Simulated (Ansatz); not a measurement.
Relaxation of C$_{2}$H$_{9}$AlN$_{2}$ (14 atoms, charge 0, multiplicity 1), to a largest force component of 0.015 eV/Å in at most 40 steps.

Computed with RKS B3LYP-D4/6-31G* in Ansatz 0.2.0.

```xyz
14
Properties=species:S:1:pos:R:3:forces:R:3
C -0.964 -1.378 0.746 -1.89 2.64 0.21
N 0.350 -0.857 0.960 1.12 -1.00 1.00
C 1.017 -0.612 -0.322 1.84 0.76 0.76
Al 0.785 1.258 -0.970 -1.89 0.51 1.43
N -0.414 2.418 0.013 -0.78 -0.88 -1.91
H -1.007 -2.297 0.207 -0.14 -1.15 -0.67
H -1.495 -1.460 1.716 0.15 -0.19 -0.41
H -1.555 -0.578 0.135 0.73 -1.32 0.84
H 0.870 -1.596 1.511 -0.46 1.03 -0.78
H 2.150 -0.684 -0.126 -1.28 -0.07 -0.45
H 0.758 -1.357 -1.066 0.15 -0.56 -0.58
H 1.419 1.761 -2.298 0.44 0.27 -0.33
H -1.419 2.027 0.019 1.94 0.62 0.33
H -0.506 3.325 -0.497 0.08 -0.68 0.54
```

Where does it end, and by what steps?

The forces met the threshold. After 16 steps the energy has fallen by 0.864 eV; H13 moved furthest, 1.05 Å.

| step | energy less start (eV) | largest force component (eV/Å) | accepted |
| --- | --- | --- | --- |
| 0 | 0.0000 | 2.644 | yes |
| 1 | -0.4720 | 1.694 | yes |
| 2 | -0.6158 | 2.256 | yes |
| 3 | -0.7987 | 0.300 | yes |
| 4 | -0.7211 | 0.937 | no |
| 5 | -0.8288 | 0.192 | yes |
| 6 | -0.8430 | 0.090 | yes |
| 7 | -0.8497 | 0.347 | yes |
| 8 | -0.8542 | 0.238 | yes |
| 9 | -0.8579 | 0.136 | yes |
| 10 | -0.8612 | 0.099 | yes |
| 11 | -0.8627 | 0.078 | yes |
| 12 | -0.8576 | 0.198 | no |
| 13 | -0.8635 | 0.027 | yes |
| 14 | -0.8638 | 0.016 | yes |
| 15 | -0.8639 | 0.022 | yes |
| 16 | -0.8640 | 0.015 | yes |

```xyz
14
Properties=species:S:1:pos:R:3
C -1.056 -1.253 0.591
N 0.281 -0.805 0.957
C 1.138 -0.565 -0.219
Al 0.618 1.121 -1.121
N -0.413 2.223 -0.180
H -1.071 -2.136 -0.077
H -1.625 -1.499 1.495
H -1.586 -0.441 0.077
H 0.706 -1.522 1.544
H 2.169 -0.419 0.139
H 1.186 -1.434 -0.906
H 1.073 1.558 -2.582
H -0.691 2.004 0.769
H -0.742 3.140 -0.456
```

Run time: 77 s on 2 threads of Intel(R) Xeon(R) Platinum 8259CL CPU @ 2.50GHz (Skylake/Cascade Lake), with other jobs on the host, peak memory 0.24 GiB.
